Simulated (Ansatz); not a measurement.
```xyz
4

B     0.0136   -0.0481   -0.0022
F     1.2932    0.0440   -0.0166
F    -0.6680    1.1296   -0.0481
F    -0.6646   -1.1204    0.0469
```

Basis set: cc-pVDZ (spherical functions). Frozen core: 4 orbitals. Charge 0, multiplicity 1.

Computed with Ansatz (development build ahead of 0.2.0); each method stands on the lowest determinant of its kind that the runs found. Restricted open shells among the atoms or ions are ROHF, correlated in semicanonical orbitals with singles.

The atomization energy at this shape (free ground-state atoms in the same class of orbitals less the molecule, no zero-point energy) of singlet BF3:

| method | atomization energy |
| --- | --- |
| RHF | 1454.2 kJ/mol |

Question: What does RHF-MP2 give?

Answer: 1885.1 kJ/mol. Caution: the shape is not the minimum.
